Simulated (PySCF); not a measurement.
Dipole response of Mg (magnesium, neutral)

[Ne] 3s2, closed-shell 1S. Calculation: PySCF 2.14, in aug-cc-pVQZ; the non-relativistic Hamiltonian (point nucleus). Coupled (time-dependent) response in atomic units; α is the mean over directions.

| method | mean α (bohr³) | C₆ (like pair) | S(−4) |
| --- | --- | --- | --- |
| UHF | 81.38 | 762.9 | 3542 |
| PBE | 73.91 | 656.8 | 2973 |
| PBE0 | 74.87 | 671.9 | 3017 |
| r2SCAN0 | 75.07 | 693.4 | 2856 |
| M06-L | 76.59 | 713.1 | 3004 |

S(−4) is the Cauchy moment in α(ω) = α(0) + S(−4) ω² + …

Reference α: 71.2 ± 0.4 bohr³ (recommended; Schwerdtfeger and Nagle, table of static dipole polarizabilities (2023 update)). Published C₆: 626.0 (Chu and Dalgarno (2004); Tang, Norbeck and Certain (1976)).

Hartree-Fock lies above the reference because it lacks correlation, which contracts the outer shell.

α(iu) at PBE0:

| u (hartree) | α(iu) (bohr³) |
| --- | --- |
| 0 | 74.87 |
| 0.0500 | 68.03 |
| 0.100 | 53.50 |
| 0.200 | 29.13 |
| 0.300 | 16.75 |
| 0.500 | 7.278 |
| 0.750 | 3.599 |
| 1.00 | 2.192 |
| 1.50 | 1.119 |
| 2.00 | 0.7080 |
| 3.00 | 0.3742 |
| 5.00 | 0.1611 |

A single London oscillator, α(iu) = α/(1 + u²/ω²), gives C₆ = (3/4) ω α². Matching the computed C₆ needs ω = 4 × 671.9 / (3 × 74.87²) = 0.160 hartree.
